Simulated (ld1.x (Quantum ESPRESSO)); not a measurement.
krypton: variants of one PAW potential

Base potential:

ld1.x (Quantum ESPRESSO) 7.5 input, shortened:

```
&input
   title='Kr', zed=36., rel=2, dft='PBE', iswitch=3,
   config='[Ar] 3d10 4s2 4p5', rel_dist='average'
 /
 &inputp
   pseudotype=3, lpaw=.true., tm=.true., lloc=-1, rcloc=0.85,
   nlcc=.false.,
   which_augfun='PSQ', rmatch_augfun_nc=.true.
 /
6
4S  1  0   2.00   0.00  1.35  1.60  0.0
4S  1  0   0.00  -2.05  1.35  1.60  0.0
4P  2  1   5.00   0.00  1.70  1.80  0.0
4P  2  1   0.00   1.40  1.70  1.80  0.0
3D  3  2  10.00   0.00  0.40  0.50  0.0
3D  3  2   0.00  -3.10  0.40  0.50  0.0
 &test
   configts(1)='3d10 4s2 4p5'
 /
```

Open shells are filled in proportion to 2j + 1 (rel_dist='average').

All-electron outer shells of the reference configuration (PBE, scalar-relativistic, ld1.x):

```tsv
shell	level (eV)	outermost node (bohr)	outermost maximum (bohr)
3p	-207.10	0.20	0.46
3d	-93.30	–	0.41
4s	-33.98	0.64	1.32
4p	-19.55	0.67	1.52
```

Cutoffs, loose and tight: the cutoffs (Ry, on a coarse ladder) from which the occupation-weighted sum of valence levels, in a spherical-Bessel basis at the reference potential, stays within 10 and 1 mRy of its value at 400 Ry. They do not see the model core or the augmentation charge, which bear on the density cutoff. Test errors are all-electron minus pseudo excitation energies from the reference, over the configurations 3d10 4s2 4p6; 3d10 4s2 4p4; 3d10 4s2 4p3; 3d10 4s1 4p6; 3d10 4s2 4p5.5; 3d9 4s2 4p6; 3d10 4s2 4p2. A dash means not determined; rows that change the core or the reference have their own tests.

Cutoffs are not given where the Bessel-basis levels miss the radial ones by over 6 mRy, ghosts where they miss by over 20 mRy; a channel whose overlap is not positive is not tested.

The default core radius of the base comes out at 0.24 bohr.

```csv
change,outcome,bound ghosts,largest test error (meV)
base,generated,not determined,+140
reference 3d10 4s2 4p6,generated,not determined,+196
"waves 4p (bound): rcut 1.70, rcutus 2.00 bohr; 4p channel at 1.4 Ry: rcut 1.70, rcutus 2.00 bohr",generated,not determined,test run stopped at test 1 of 7 (negative rho)
local potential all-electron potential smoothed inside 0.96 bohr (lloc = -1),generated,not determined,-199
core correction a·sin(br)/r model core inside 0.26 bohr,generated,not determined,+187
"waves 3d (bound): rcut 0.40, rcutus 0.44 bohr; 3d channel at -3.1 Ry: rcut 0.40, rcutus 0.44 bohr",generated,not determined,+171
"all radii but the core radius scaled by about 1.26 (s 2.02, p 2.26, d 0.62 bohr, rcut 1.70/2.14/0.50); local potential all-electron potential smoothed inside 1.06 bohr (lloc = -1)",failed: new_paw_hamiltonian: negative rho,–,–
functional PBEsol,generated,not determined,+148
"wave 3d channel at -3.1 Ry: rcut 0.40, rcutus 0.50 bohr becomes 3d channel at -5.87 Ry: rcut 0.40, rcutus 0.50 bohr",failed: compute_chi: chi too large beyond r_c,–,–
```
